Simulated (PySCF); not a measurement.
C5H9F, SMILES C[C@H](F)C1CC1.

Geometry optimised at B3LYP-D3(BJ)/def2-SVP. The structure was generated by enumeration; whether it is a known compound was not checked. Other conformers were not sampled.

Two levels are set side by side: PBE/def2-TZVP (PySCF) and HF/def2-TZVP (PySCF). Same geometry, gas phase. Differences are taken from unrounded values.

```
quantity                         HF    PBE  PBE minus HF
---------------------------  ------  -----  ------------
orbital gap (eV)              15.38   7.69         -7.69
highest occupied level (eV)  -11.45  -7.06          4.39
lowest empty level (eV)        3.93   0.62         -3.31
dipole moment (D)              2.10   1.78         -0.32
mean polarisability (bohr³)    56.1   61.3           5.2
```

PBE's occupied levels lie high since its potential decays too fast outside the molecule; exact exchange lowers them and widens the gap. PBE's more diffuse valence density responds more strongly to a field. Differences between two approximate levels are no errors against the true value.

Rough cost on one machine, each run with all the roots and properties that it gave: HF against PBE about 1/3.
